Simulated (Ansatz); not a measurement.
A ladder of methods for GeH3F (fluorogermane)

GeH3F has 5 atoms, charge 0, and is taken as a singlet. SMILES: `[F][GeH3]`. The shape is that of a PBE0-D4/def2-TZVP optimisation. The run starts from this shape.

Quantity: the adiabatic ionisation energy (to the doublet cation, no zero-point term), in eV. The values are calculated.

```
                             level                 kind  program  value (eV)  CPU time (all runs)
                         HF/STO-3G         Hartree–Fock   Ansatz        6.94                5.8 s
                          HF/3-21G         Hartree–Fock   Ansatz       10.68                8.6 s
   HF/6-31G* (Cartesian functions)         Hartree–Fock   Ansatz       10.70                 19 s
                      PBE/def2-SVP                  GGA   Ansatz       11.24                 27 s
B3LYP/6-31G* (Cartesian functions)        global hybrid   Ansatz       11.49                 40 s
  MP2/6-31G* (Cartesian functions)  perturbation theory   Ansatz       11.05                 29 s
```

All-electron rows without a relativistic Hamiltonian named are non-relativistic. The values span 6.94 to 11.49 eV. In the correlated wave-function rows the outer d shell of Ge is correlated, in sets not made for it. Without the sets that lack polarisation functions the rows with a basis span only 10.70 to 11.49 eV. CPU times are rough (shared hosts, several kinds of processor): they show what a rung costs within a factor of a few.
